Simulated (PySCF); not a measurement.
MgFBr, SMILES [F][Mg][Br]. Atoms are numbered in the order given.

```xyz
3

Mg     0.0000     0.0000    -1.1686
F      0.0000     0.0000    -2.9133
Br     0.0000     0.0000     1.1498
```
Charge 0, spin multiplicity 1.

Geometry: PBE0-D3(BJ)/def2-TZVP.

Calculation: TDA-LC-ωPBE/def2-SVPD in PySCF 2.14.0.

Vertical excitations; the highest root listed may be one member of a degenerate set. Isolated molecule, no solvent. State labels are in the subgroup C2v.

```
state  symmetry  energy (eV)  λ (nm)      f                                                                  main pairs
-----  --------  -----------  ------  -----  --------------------------------------------------------------------------
S1           B2         6.24     199  0.062                                                  HOMO→LUMO (degenerate set)
S2           B1         6.24     199  0.062                                                HOMO−1→LUMO (degenerate set)
S3           A1         7.56     164  0.124                                                            HOMO−2→LUMO 75 %
S4           B1         7.75     160  0.053                                                HOMO−4→LUMO (degenerate set)
S5           B2         7.75     160  0.053                                                HOMO−3→LUMO (degenerate set)
S6           A2         7.77     160  0.000     HOMO→LUMO+1, HOMO−1→LUMO+2, HOMO→LUMO+5, HOMO−1→LUMO+6 (degenerate set)
S7           A1         7.77     160  0.000     HOMO−1→LUMO+1, HOMO→LUMO+2, HOMO→LUMO+6, HOMO−1→LUMO+5 (degenerate set)
S8           A2         7.79     159  0.000  HOMO−1→LUMO+2 33 %, HOMO→LUMO+1 33 %, HOMO−1→LUMO+6 14 %, HOMO→LUMO+5 14 %
S9           A1         8.60     144  0.399     HOMO−5→LUMO 34 %, HOMO→LUMO+2 19 %, HOMO−1→LUMO+1 19 %, HOMO−2→LUMO 8 %
S10          A1         8.80     141  0.128     HOMO−5→LUMO 48 %, HOMO−1→LUMO+1 12 %, HOMO→LUMO+2 12 %, HOMO−2→LUMO 9 %
T1           B2         5.92     209      0                                                  HOMO→LUMO (degenerate set)
T2           B1         5.92     209      0                                                HOMO−1→LUMO (degenerate set)
T3           A1         6.73     184      0                                                            HOMO−2→LUMO 72 %
T4           B1         7.42     167      0                                                            HOMO−4→LUMO 85 %
```
Triplets are in the Tamm–Dancoff approximation.
